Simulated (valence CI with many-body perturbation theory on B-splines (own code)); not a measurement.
**Level structure of Sn¹¹⁺**

Method: relativistic CI+MBPT: three valence electrons over a frozen Dirac-Fock core [Kr], a basis of 7 s, 7 p, 8 d, 6 f, 4 g, 1 h functions for each j, with the one-electron correlation potential Σ1 (screened to all orders), the two-electron term Σ2, the three-electron term Σ3, Breit, model QED; selected single and double excitations, second order for the rest, scaled by the run's own slope (own B-spline code, finite nucleus).

No measured levels were compared; by estimate terms of the open shell hold to 2 to 4 % of their energy, and close levels can change places. Excitations out of the core, of the other parity, are not computed and may begin above about 52.5 eV (a cautious bound); beyond it only levels of the ground parity were kept, without lifetimes.

Levels 1 to 35 of 35, with energies above the lowest level, 4d³ ⁴F_3/2. "Leading %" is the weight of the configuration and term that name the level; weights of strongly mixed levels are sums over their largest components and can fall short. Lifetimes count E1, E2, E3, M1 and M2 decay at the calculated energies, and are blank where another channel may lead or the interval is too uncertain; long ones can be off by a factor of two.

```csv
No.,Configuration,Term,J,E (cm⁻¹),Leading %,Lifetime,g,Second component
1,4d³,⁴F,3/2,0,92,,0.436,8 % 4d³ ²D
2,4d³,⁴F,5/2,5725,97,132 ms,1.032,
3,4d³,⁴F,7/2,11383,94,138 ms,1.219,5 % 4d³ ²G
4,4d³,⁴F,9/2,16274,81,361 ms,1.286,16 % 4d³ ²G
5,4d³,⁴P,3/2,22179,60,53.9 ms,1.497,28 % 4d³ ²P
6,4d³,⁴P,1/2,24105,81,409 ms,2.302,18 % 4d³ ²P
7,4d³,²G,7/2,29830,92,20.9 ms,0.912,6 % 4d³ ⁴F
8,4d³,²H,9/2,30817,55,27.5 ms,1.031,31 % 4d³ ²G
9,4d³,⁴P,5/2,32027,95,74.9 ms,1.578,5 % 4d³ ²D
10,4d³,²D,3/2,37106,50,8.44 ms,1.155,32 % 4d³ ⁴P
11,4d³,²P,1/2,39565,81,21.1 ms,1.033,18 % 4d³ ⁴P
12,4d³,²H,11/2,41927,100,69.8 ms,1.090,
13,4d³,²G,9/2,45322,53,13.6 ms,1.035,42 % 4d³ ²H
14,4d³,²D,5/2,45966,93,12.9 ms,1.206,
15,4d³,²P,3/2,52315,58,8.58 ms,1.173,33 % 4d³ ²D
16,4d³,²F,7/2,57517,97,24.0 ms,1.136,
17,4d³,²F,5/2,57821,92,30.1 ms,0.882,7 % 4d³ ²D
18,4d³,²D,3/2,88411,99,5.50 ms,0.801,
19,4d³,²D,5/2,88477,92,3.57 ms,1.184,6 % 4d³ ²F
20,4d²5s,⁴F,3/2,552770,94,,0.423,6 % 4d²5s ²D
21,4d²5s,⁴F,5/2,555770,79,,1.015,15 % 4d²5s ²F
22,4d²5s,⁴F,7/2,563330,93,,1.231,6 % 4d²5s ²F
23,4d²5s,²F,5/2,568550,76,,0.908,19 % 4d²5s ⁴F
24,4d²5s,⁴F,9/2,570850,95,,1.323,5 % 4d²5s ²G
25,4d²5s,⁴P,1/2,577210,92,,2.572,
26,4d²5s,²F,7/2,579160,85,,1.121,10 % 4d²5s ²G
27,4d²5s,⁴P,5/2,579790,54,,1.389,38 % 4d²5s ²D
28,4d²5s,⁴P,3/2,580420,75,,1.500,22 % 4d²5s ²D
29,4d²5s,²D,3/2,584130,48,,1.131,26 % 4d²5s ²P
30,4d²5s,²P,1/2,589280,94,,0.770,5 % 4d²5s ⁴P
31,4d²5s,²D,5/2,593520,52,,1.372,45 % 4d²5s ⁴P
32,4d²5s,²G,9/2,594420,95,,1.121,5 % 4d²5s ⁴F
33,4d²5s,²G,7/2,595060,89,,0.915,9 % 4d²5s ²F
34,4d²5s,²P,3/2,598790,72,,1.210,24 % 4d²5s ²D
35,4d²5s,²S,1/2,637920,94,,1.994,
```

Names give the largest LS component (configuration and term), which can be under half, so a name can repeat, a term be missing and a line seem to break the LS rules; names also repeat where a configuration has a term twice.

The ionisation energy to 4d² ³F2 of the next ion comes out as 233.16 eV (NIST: 232 ± 2.5 eV (theoretical)). All 35 levels together are meant to be complete up to 423160 cm⁻¹.
